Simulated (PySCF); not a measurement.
**ScF₃, singlet: molecular constants**

Computed with PySCF, PBE0, basis Sc def2-TZVP, F def2-TZVP (no relativity, density fitting).

The structure is a minimum.

Z-matrix (Å, degrees; charge 0 multiplicity 1):
```
Sc
F  1 1.8378
F  1 1.8378 2 120.00
F  1 1.8378 2 120.00 3 180.00
```

```json
{"Point group": "D3h", "Bond lengths": "Sc–F 1.838 Å (×3)", "Bond angles": "F–Sc–F 120.0° (×3)", "Atomisation energy without zero-point energy": "1860 kJ/mol", "Principal quadrupole moments (Buckingham, traceless) about the centre of mass": "-6.99, -6.99, 13.99 D Å", "Heat capacity Cp at 298.15 K": "67.7 J/(mol K)", "Entropy at 298.15 K and 1 bar": "299.7 J/(mol K)", "Principal polarisabilities": "16.3, 27.8, 27.8 bohr³", "Zero-point energy": "15.1 kJ/mol", "Highest occupied level": "-11.20 eV", "Lowest empty level": "-2.63 eV", "Enthalpy at 298.15 K above 0 K": "16.02 kJ/mol", "Dipole moment": "0.00 D", "Rotational constants": "0.1751, 0.1751, 0.08757 cm⁻¹", "Rotational symmetry number": "6"}
```

Harmonic modes (masses in u: Sc 44.956, F 18.998):
```csv
symmetry,ω (cm⁻¹),"IR (km/mol, summed over degenerate members)",type
a2'',91,123,bend
e',168,30.9,bend
a1',630,0.0,stretch
e',730,615,stretch
```

In D3h the vibrations span a2'' + 2e' + a1'. The a1' mode carries no infrared intensity, as symmetry demands.

Charges (e):
```csv
atom,Mulliken,Löwdin,polar tensor,Mayer order to Sc1
Sc1,1.51,0.66,2.43,–
"F2,3,4",-0.50,-0.22,-0.81,0.88
```

Mulliken populations on Sc1: s 6.08, p 12.21, d 1.09, f 0.11.

Outer orbital energies (eV). occupied: -12.25, -12.23, -11.72, -11.72, -11.43, -11.27, -11.27, -11.20; empty: -2.63, -1.33, -1.33, 0.27.

Formally Sc is in oxidation state +3, d0. The polar-tensor charge on Sc, 2.43, is below the formal one.

Other isomers or separated fragments may lie lower.

The final relaxation and frequency run took 28 s on 4 threads of a shared Arm Neoverse N1 host, with 138 basis functions and 7 gradients; the process peaked at 1.5 GiB. Launch command: `OMP_NUM_THREADS=4 python axn.py task.json out`.
